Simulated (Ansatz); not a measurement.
TiF3. Total charge 0; doublet. Geometry PBE-D4/def2-TZVP; atoms count from 1.

```xyz
4

Ti    0.000    0.000   -0.001
F     1.697    0.525    0.078
F    -0.412   -1.714    0.234
F    -1.285    1.189   -0.311
```

No other spin state of charge 0 was run.

Estimate the Mulliken populations from the PBE0/def2-TZVP orbitals of Ansatz.


```json
{"atom": "Ti1", "charge (e)": "1.45", "spin (α − β)": "1.04", "d electrons": "2.06"}
{"atom": "F2", "charge (e)": "-0.48", "spin (α − β)": "-0.01", "d electrons": "–"}
{"atom": "F3", "charge (e)": "-0.48", "spin (α − β)": "-0.01", "d electrons": "–"}
{"atom": "F4", "charge (e)": "-0.48", "spin (α − β)": "-0.01", "d electrons": "–"}
```
Mulliken values and Mayer orders depend strongly on the basis.

Where does the spin sit?

Summed by element: Ti 1.04, F -0.04, of 1 unpaired in all. Largest on single atoms: Ti1 1.04, F2 -0.01, F3 -0.01.

And the Mayer bond orders between bonded heavy atoms (over 0.3)?

Ti1–F2 0.91 (1.78 Å); Ti1–F3 0.91 (1.78 Å); Ti1–F4 0.91 (1.78 Å).
